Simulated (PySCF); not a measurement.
Compound: C₆H₁₄P₂.
Atom-mapped SMILES: `[CH3:1][CH2:2][P:3]1[CH2:4][CH2:5][PH:6][CH2:7][CH2:8]1`

Probes without a nucleus sit at each ring's centroid and 1 Å off its mean plane on both sides; NICS is minus the shielding there, NICSzz its component along the normal. Level: GIAO PBE0/pcSseg-1 (PySCF, non-relativistic, gas phase) on the PBE0-D3(BJ)/def2-SVP geometry, one conformer.

Ring bond lengths (Å), with Mayer bond orders in brackets: P3–C4 1.864 (0.94), C4–C5 1.528 (1.03), C5–P6 1.867 (0.96), P6–C7 1.867 (0.96), C7–C8 1.528 (1.03), C8–P3 1.863 (0.94).

**Question.** Give the NICS values of each ring in ppm.

**Answer.** 
```csv
ring,type,NICS(0),"NICS(1), two faces","NICS(1)zz, two faces",rms pucker (Å),"centre to ring atoms, mean (Å)"
P3–C4–C5–P6–C7–C8,6-membered ring with 2 P; formal bonds all single,-3.9,-2.7 / -3.0,4.1 / 4.5,0.32,1.66
```

**Question.** What do they say, and how far can they be read as aromaticity?

**Answer.** 
- P3–C4–C5–P6–C7–C8: mean NICS(1)zz 4.3 ppm, deshielded. C4, C5, C7, C8 have four or more neighbours, and the NICS criterion for π rings isn't applied.

**Question.** Give the inner angles of the rings and the Hirshfeld charges of the ring atoms.

**Answer.** 
- P3–C4–C5–P6–C7–C8: P3 98.6° (+0.138 e), C4 111.6° (-0.118 e), C5 110.7° (-0.116 e), P6 98.6° (+0.099 e), C7 110.7° (-0.116 e), C8 111.9° (-0.117 e); sum 642.0° against 720° for a flat convex ring.

**Question.** What are the shieldings of the ring atoms and their hydrogens in the same run (means over atoms taken as equivalent)?

**Answer.** 
| atoms | environment | σ isotropic (ppm) |
| --- | --- | --- |
| P3 | phosphine phosphorus | 363.4 |
| C4 (×2) | sp3 carbon bound to phosphorus | 156.0 |
| C5 (×2) | sp3 carbon bound to phosphorus | 165.2 |
| P6 | phosphine phosphorus | 411.7 |
| H on C4 (×4) | methylene hydrogen | 29.80 |
| H on C5 (×4) | methylene hydrogen | 29.43 |
| H on P6 | P–H hydrogen | 27.64 |

**Question.** How do the values depend on the level or the medium?

**Answer.** 
```tsv
level	NICS(0), P3–C4–C5–P6–C7–C8	mean NICS(1)zz, P3–C4–C5–P6–C7–C8
PBE0/pcSseg-1, gas	-3.9	4.3
wB97X-D/pcSseg-1, gas	-3.9	4.3
PBE0/pcSseg-1, IEF-PCM acetone	-3.7	4.4
PBE0/pcSseg-1, IEF-PCM chloroform	-3.8	4.4
```

The geometry is the same throughout; the continuum's cavity takes Bondi-type radii × 1.2.

Hardware: one thread, Intel Xeon 6975P-C (x86_64) (shared host). Cost: 33 s of wall time, 1.1 GiB resident at most. This is the whole shielding run at PBE0/pcSseg-1, SCF included.
